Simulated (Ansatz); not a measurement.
**Energy profile**

The step: Si₂H₄Cl₂ ([SiH3][SiH]([Cl])[Cl]) + H₂O + H₂O → SiH₂Cl₂O ([OH][SiH]([Cl])[Cl]) + SiH₄ + H₂O; bonds formed: Si1–O7, Si2–H8, H6–O9; bonds broken: Si1–Si2, H6–O7, H8–O9 (atoms numbered as in the saddle structure below).

```json
{"atom": "Si1", "x (Å)": "-0.1180", "y (Å)": "1.1930", "z (Å)": "-0.0248"}
{"atom": "Si2", "x (Å)": "0.0949", "y (Å)": "-0.8676", "z (Å)": "-1.4894"}
{"atom": "Cl3", "x (Å)": "-1.5214", "y (Å)": "1.6248", "z (Å)": "-1.6282"}
{"atom": "Cl4", "x (Å)": "-1.5153", "y (Å)": "1.4061", "z (Å)": "1.5419"}
{"atom": "H5", "x (Å)": "0.6123", "y (Å)": "2.4580", "z (Å)": "-0.2648"}
{"atom": "H6", "x (Å)": "0.4696", "y (Å)": "-0.8237", "z (Å)": "1.6205"}
{"atom": "O7", "x (Å)": "1.1795", "y (Å)": "0.4920", "z (Å)": "0.9232"}
{"atom": "H8", "x (Å)": "-0.4135", "y (Å)": "-0.9246", "z (Å)": "0.3072"}
{"atom": "O9", "x (Å)": "-0.3204", "y (Å)": "-1.4219", "z (Å)": "1.4404"}
{"atom": "H10", "x (Å)": "-1.0844", "y (Å)": "-1.2764", "z (Å)": "-2.2807"}
{"atom": "H11", "x (Å)": "0.9234", "y (Å)": "-2.0578", "z (Å)": "-1.1306"}
{"atom": "H12", "x (Å)": "0.9922", "y (Å)": "0.0454", "z (Å)": "-2.2492"}
{"atom": "H13", "x (Å)": "1.7547", "y (Å)": "1.1575", "z (Å)": "1.3113"}
{"atom": "H14", "x (Å)": "-1.0536", "y (Å)": "-1.0046", "z (Å)": "1.9231"}
```

Electronic energies by CCSD(T) at an estimated basis limit (MP2 extrapolated from triple and quadruple zeta, plus CCSD(T) − MP2 in triple zeta), on PBE0-D4/def2-TZVP structures; Si2H8Cl2O2, closed shell; no counterpoise correction. Computed with Ansatz 0.2.0 (basis: def2-TZVPP and def2-QZVPP); correlated methods freeze the cores. Extrapolation: Hartree–Fock as exp(−7.88 √X), correlation as X^−2.97.

(1) Give the profile in kJ/mol, counted from the separated reactants. (An estimate is asked for; the value comes from the calculation.)

No T1 diagnostic of these runs exceeds 0.012.

## Answers

(1) Computed:
```json
{"point": "separated: Si2H4Cl2 (linked as [SiH3][SiH]([Cl])[Cl]; Si1, Si2, Cl3, Cl4, H5, H10, H11, H12; singlet) + H2O (H6, O7, H13; singlet) + H2O (H8, O9, H14; singlet)", "kJ/mol": "0.0"}
{"point": "start structure", "kJ/mol": "-52.0"}
{"point": "saddle", "kJ/mol": "146.8"}
{"point": "end structure", "kJ/mol": "-152.7"}
{"point": "separated: SiH2Cl2O (linked as [OH][SiH]([Cl])[Cl]; Si1, Cl3, Cl4, H5, O7, H13; singlet) + SiH4 (Si2, H8, H10, H11, H12; singlet) + H2O (H6, O9, H14; singlet)", "kJ/mol": "-109.4"}
```

For scale, one of the runs: CCSD(T)/def2-TZVPP, 342 basis functions, launched by `ansatz run in.yaml --threads 5 --pin off --events-out ev --progress --plain --max-ram 66560MiB --backend cuda --devices 0, --max-vram 37GiB`. The run took 20 s on 5 CPU threads of an AMD EPYC 7R13 and a share of one NVIDIA H100 (shared host), with 0.83 GiB of host memory at its peak.
